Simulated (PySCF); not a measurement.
C6H14Se, charge +1, doublet, at a GFN2-xTB geometry (a state made from the parent by changing its charge; the spin is typed, not shown lowest); CASCI(3,3)/STO-3G (PySCF).

PySCF was given this input:
```python
from pyscf import gto, scf, mcscf
import numpy

mol = gto.M(
    atom='''
C     2.068106    0.921022    1.099275
C     1.434906   -0.391639    0.658083
C     2.446069   -1.360563    0.081073
Se    0.055060    0.028922   -0.723013
C    -1.520249    0.346811    0.462576
C    -2.438391    1.364596   -0.181887
C    -2.204923   -0.992888    0.697308
H     2.606491    1.391703    0.278831
H     2.783119    0.709167    1.892513
H     1.332504    1.622423    1.490200
H     0.884933   -0.844595    1.488244
H     1.975137   -2.287871   -0.239980
H     3.181940   -1.603074    0.845452
H     2.976669   -0.925220   -0.763675
H    -1.104858    0.729074    1.399663
H    -1.929951    2.311606   -0.353381
H    -2.832533    1.000931   -1.129018
H    -3.282822    1.550083    0.479267
H    -1.532652   -1.727555    1.138004
H    -2.610220   -1.393661   -0.229860
H    -3.032914   -0.840377    1.387616
''',
    basis='sto-3g',
    charge=1,
    spin=1,
    verbose=4,
)

mf = scf.ROHF(mol)
mf.kernel()
mc = mcscf.CASCI(mf, 3, 3)
mc.fix_spin_(ss=0.75)
mc.kernel()
occ = numpy.linalg.eigvalsh(mc.fcisolver.make_rdm1(mc.ci, mc.ncas, mc.nelecas))[::-1]
ss = mc.fcisolver.spin_square(mc.ci, mc.ncas, mc.nelecas)[0]
print('natural occupations', occ.round(4), ' <S^2>', round(ss, 4))
```

Q: Predict the main parts of the log of this PySCF run.

A: 
```
PySCF version 2.14.0

[INPUT] verbose = 4
[INPUT] num. atoms = 21
[INPUT] num. electrons = 83
[INPUT] charge = 1
[INPUT] spin (= nelec alpha-beta = 2S) = 1
[INPUT] symmetry False subgroup None
[INPUT] Mole.unit = angstrom
[INPUT] Symbol           X                Y                Z      unit          X                Y                Z       unit  Magmom
[INPUT]  1 C      2.068106000000   0.921022000000   1.099275000000 AA    3.908153936570   1.740479334699   2.077328685581 Bohr   0.0
[INPUT]  2 C      1.434906000000  -0.391639000000   0.658083000000 AA    2.711579354495  -0.740090449699   1.243596637232 Bohr   0.0
[INPUT]  3 C      2.446069000000  -1.360563000000   0.081073000000 AA    4.622400491789  -2.571091445217   0.153205766097 Bohr   0.0
[INPUT]  4 Se     0.055060000000   0.028922000000  -0.723013000000 AA    0.104048320419   0.054654658975  -1.366296554500 Bohr   0.0
[INPUT]  5 C     -1.520249000000   0.346811000000   0.462576000000 AA   -2.872854251144   0.655377806987   0.874141951797 Bohr   0.0
[INPUT]  6 C     -2.438391000000   1.364596000000  -0.181887000000 AA   -4.607891174604   2.578712710677  -0.343716615619 Bohr   0.0
[INPUT]  7 C     -2.204923000000  -0.992888000000   0.697308000000 AA   -4.166700595754  -1.876286392367   1.317721144468 Bohr   0.0
[INPUT]  8 H      2.606491000000   1.391703000000   0.278831000000 AA    4.925554136144   2.629937516736   0.526914225039 Bohr   0.0
[INPUT]  9 H      2.783119000000   0.709167000000   1.892513000000 AA    5.259332682073   1.340131406579   3.576331257179 Bohr   0.0
[INPUT] 10 H      1.332504000000   1.622423000000   1.490200000000 AA    2.518067619887   3.065935128195   2.816069870827 Bohr   0.0
[INPUT] 11 H      0.884933000000  -0.844595000000   1.488244000000 AA    1.672281008590  -1.596053236177   2.812373566527 Bohr   0.0
[INPUT] 12 H      1.975137000000  -2.287871000000  -0.239980000000 AA    3.732467988495  -4.323449598335  -0.453496475373 Bohr   0.0
[INPUT] 13 H      3.181940000000  -1.603074000000   0.845452000000 AA    6.012995144799  -3.029370817411   1.597672731466 Bohr   0.0
[INPUT] 14 H      2.976669000000  -0.925220000000  -0.763675000000 AA    5.625089173483  -1.748412404970  -1.443136598177 Bohr   0.0
[INPUT] 15 H     -1.104858000000   0.729074000000   1.399663000000 AA   -2.087879026535   1.377750184541   2.644979736687 Bohr   0.0
[INPUT] 16 H     -1.929951000000   2.311606000000  -0.353381000000 AA   -3.647078823830   4.368302247901  -0.667793307625 Bohr   0.0
[INPUT] 17 H     -2.832533000000   1.000931000000  -1.129018000000 AA   -5.352711608793   1.891485459587  -2.133534809704 Bohr   0.0
[INPUT] 18 H     -3.282822000000   1.550083000000   0.479267000000 AA   -6.203634495697   2.929232340344   0.905683370542 Bohr   0.0
[INPUT] 19 H     -1.532652000000  -1.727555000000   1.138004000000 AA   -2.896292524267  -3.264605815123   2.150515888660 Bohr   0.0
[INPUT] 20 H     -2.610220000000  -1.393661000000  -0.229860000000 AA   -4.932600924862  -2.633637600487  -0.434372446993 Bohr   0.0
[INPUT] 21 H     -3.032914000000  -0.840377000000   1.387616000000 AA   -5.731376819359  -1.588082371384   2.622214206064 Bohr   0.0

nuclear repulsion = 565.367872036742
number of shells = 40
number of NR pGTOs = 186
number of NR cGTOs = 62
basis = sto-3g
ecp = {}

******** <class 'pyscf.scf.rohf.ROHF'> ********
method = ROHF
initial guess = minao
damping factor = 0
level_shift factor = 0
DIIS = <class 'pyscf.scf.diis.CDIIS'>
diis_start_cycle = 1
diis_space = 8
diis_damp = 0
SCF conv_tol = 1e-09
SCF conv_tol_grad = None
SCF max_cycles = 50
direct_scf = True
direct_scf_tol = 1e-13
num. doubly occ = 41  num. singly occ = 1
Set gradient conv threshold to 3.16228e-05
init E= -2603.69949166245
  HOMO = -0.419123405720868  LUMO = 0.00269354369771146  gap/eV = 11.47822
cycle= 1 E= -2605.72436130762  delta_E= -2.02  |g|= 0.549  |ddm|= 3.69
  HOMO = -0.277486917646133  LUMO = 0.133591747187509  gap/eV = 11.18602
cycle= 2 E= -2605.94504456071  delta_E= -0.221  |g|= 0.302  |ddm|= 1.18
  HOMO = -0.363601632756893  LUMO = 0.112530173290239  gap/eV = 12.95621
cycle= 3 E= -2605.9808045243  delta_E= -0.0358  |g|= 0.0642  |ddm|= 0.314
  HOMO = -0.381084772762073  LUMO = 0.0874628144092461  gap/eV = 12.74983
cycle= 4 E= -2605.9846053132  delta_E= -0.0038  |g|= 0.0125  |ddm|= 0.145
  HOMO = -0.375640824629332  LUMO = 0.0956993599430112  gap/eV = 12.82582
cycle= 5 E= -2605.98471293394  delta_E= -0.000108  |g|= 0.00272  |ddm|= 0.0232
  HOMO = -0.374135522937114  LUMO = 0.0964568843733667  gap/eV = 12.80547
cycle= 6 E= -2605.98471893929  delta_E= -6.01e-06  |g|= 0.000546  |ddm|= 0.00588
  HOMO = -0.373967223523829  LUMO = 0.0965866100812702  gap/eV = 12.80442
cycle= 7 E= -2605.98471922459  delta_E= -2.85e-07  |g|= 0.000108  |ddm|= 0.00124
  HOMO = -0.374000618288651  LUMO = 0.0965899823017041  gap/eV = 12.80542
cycle= 8 E= -2605.98471924334  delta_E= -1.88e-08  |g|= 3e-05  |ddm|= 0.000358
  HOMO = -0.373994664729995  LUMO = 0.0965898634390775  gap/eV = 12.80526
cycle= 9 E= -2605.98471924513  delta_E= -1.79e-09  |g|= 8.03e-06  |ddm|= 0.000121
  HOMO = -0.373995589872538  LUMO = 0.0965894998273613  gap/eV = 12.80527
cycle= 10 E= -2605.98471924523  delta_E= -9.91e-11  |g|= 1.49e-06  |ddm|= 3.08e-05
  HOMO = -0.373995870930336  LUMO = 0.0965894099286999  gap/eV = 12.80528
Extra cycle  E= -2605.98471924524  delta_E= -4.55e-12  |g|= 5.94e-07  |ddm|= 3.03e-06
converged SCF energy = -2605.98471924524

******** <class 'pyscf.mcscf.casci.CASCI'> ********
CAS (2e+1e, 3o), ncore = 40, nvir = 19
natorb = False
canonicalization = True
sorting_mo_energy = False
******** <class 'pyscf.fci.addons.SpinPenaltyFCISolver'> ********
max. cycles = 200
conv_tol = 1e-08
davidson only = True
linear dependence = 1e-12
level shift = 0.001
max iter space = 12
nroots = 1
pspace_size = 400
spin = None
Density matrix diagonal elements [1.99605581 1.00000012 0.00394407]
CASCI converged
CASCI E = -2605.98644585854  E(CI) = -2.74236929639119  S^2 = 0.7500000
natural occupations [1.9961 1.     0.0039]  <S^2> 0.75
```
